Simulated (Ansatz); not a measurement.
Wavefunction ladder for `CO[SiH2][NH]` radical

Cartesian coordinates in Å:
```
C -0.614 0.918 1.077
O 0.125 -0.265 0.884
Si 0.855 -0.668 -0.528
N -0.128 -1.199 -1.856
H -1.614 0.839 0.637
H -0.723 1.086 2.150
H -0.110 1.788 0.639
H 1.757 -1.798 -0.206
H 1.591 0.512 -1.063
H -1.140 -1.213 -1.733
```

Total charge 0; spin multiplicity 2. Geometry: relaxed with PBE0-D4/def2-TZVP. It is one conformer, not always the lowest. Frozen core, unrestricted reference, Ansatz. CBS rows extrapolate triple and quadruple zeta; past MP2 they add the triple-zeta difference.

```
     basis     HF (Eh)  MP2 corr.  CCSD corr.       (T)  CCSD(T) total
  def2-SVP  -459.38169   -0.55524    -0.60629  -0.01439     -460.00237
def2-TZVPP  -459.70140   -0.70358    -0.74793  -0.02637     -460.47570
def2-QZVPP  -459.71935   -0.75700           –         –              –
 CBS(def2)  -459.72182   -0.79657    -0.84091     as TZ     -460.58910
```
